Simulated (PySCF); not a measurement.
# Cd: excitation energy

Cd [Kr] 4d10 5s2 (1S) → Cd [Kr] 4d9 5s2 5p1 (high-spin determinant), as a difference of total energies. Computed with PySCF 2.14 in x2c-QZVPPall with one added diffuse shell each of s, p, d, f, g type (14s9p8d5f3g, 143 functions), with the spin-free X2C one-electron Hamiltonian (Gaussian nucleus). Correlated levels: valence: [Kr] frozen; valence and next inner shell: [Ar] 3d10 frozen. The calculations carry no spin-orbit coupling.

| method | excitation energy (cm⁻¹) |
| --- | --- |
| UHF | 86988 |
| LDA | 98448 |
| PBE | 96434 |
| PBE0 | 95364 |
| r2SCAN | 95742 |
| MP2 (valence) | 100140 |
| SCS-MP2 (valence) | 98892 |
| MP2 (valence and next inner shell) | 98898 |
| SCS-MP2 (valence and next inner shell) | 97414 |

A first-order spin-orbit estimate (lowest level to lowest level, LS coupling) adds -0.208 eV.

The upper state lies above the first ionisation limit, where it may autoionise and the basis confines it.

The determinant of the upper state mixes LS terms, which raises its energy above the lowest term, most at the Hartree-Fock and MP2 levels.
